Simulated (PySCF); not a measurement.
C2H5O2, SMILES CC(O)=[OH+], charge +1.

The structure is a stationary point at B3LYP-D3(BJ)/def2-SVP. The isomer is the one that the SMILES or the coordinates give; other isomers of the formula were not compared. The values are those of a single conformer.

Level of theory: TDA-PBE/def2-SVPD (PySCF).

Vertical excitations. The molecule is in vacuum.

Q: Estimate the UV-visible absorptions. (The exact figures need the calculation; the answer reports its results.)

A: 
```
state  energy (eV)  λ (nm)      f          main pairs
-----  -----------  ------  -----  ------------------
S1            7.17     173  0.003    HOMO−1→LUMO 90 %
S2            7.90     157  0.006    HOMO−3→LUMO 97 %
S3            8.11     153  0.214    HOMO−2→LUMO 93 %
S4            8.37     148  0.002    HOMO−4→LUMO 98 %
S5            8.89     139  0.189      HOMO→LUMO 79 %
S6            9.73     127  0.003    HOMO→LUMO+1 98 %
S7            9.86     126  0.009  HOMO−1→LUMO+1 98 %
S8            9.99     124  0.005  HOMO−2→LUMO+1 98 %
S9           10.42     119  0.023  HOMO−3→LUMO+1 98 %
S10          10.59     117  0.003    HOMO→LUMO+2 84 %
T1            6.31     196      0      HOMO→LUMO 95 %
T2            6.83     181      0    HOMO−1→LUMO 88 %
T3            6.89     180      0    HOMO−2→LUMO 94 %
T4            7.25     171      0    HOMO−3→LUMO 95 %
```
Triplets are in the Tamm–Dancoff approximation.
